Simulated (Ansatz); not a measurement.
FK (SMILES [F][K]), singlet, geometry from GFN2-xTB (such geometries of metal compounds can be far from the true shape); PBE0/3-21G run with Ansatz (a first-principles code).

Here is a job for Ansatz.
Ansatz 0.2 input:
```yaml
crystal:
  periodic: [false, false, false]
  atoms:
    - {symbol: K, position_ang: [-0.00000000, -0.00000000, -0.64992819]}
    - {symbol: F, position_ang: [0.00000000, 0.00000000, 1.37207062]}
basis:
  gaussian:
    orbitals: 3-21G.json
hamiltonian:
  xc: pbe0
```
The basis file holds 3-21G in the JSON format of the Basis Set Exchange.

Output, abridged:

```
Functional definition: PBE0
307 factors; integrals over basis functions are off by at most 2.8e-4 eV
mean field evaluation 1: about -18933.1971 eV, gradient 4.8e1 eV
mean field evaluation 2: about -18656.3473 eV, gradient 1.8e2 eV
mean field evaluation 4: about -18936.4692 eV, gradient 9.7e0 eV
mean field evaluation 8: about -18936.6567 eV, gradient 3.1e-1 eV
mean field evaluation 16: about -18936.6570 eV, gradient 3.7e-5 eV
mean field -18936.65701154 eV, -695.9093094468 hartree, gradient 3.7e-5 eV, S^2 0.000000; 0 other end points of the search recorded, 0 dependent functions left out
reference -18936.65705036 eV, -695.9093108737 hartree; 14, 14 occupied and 12, 12 virtual orbitals, 307 factors
Total energy: -18936.65705036 eV, -695.9093108737 hartree
```
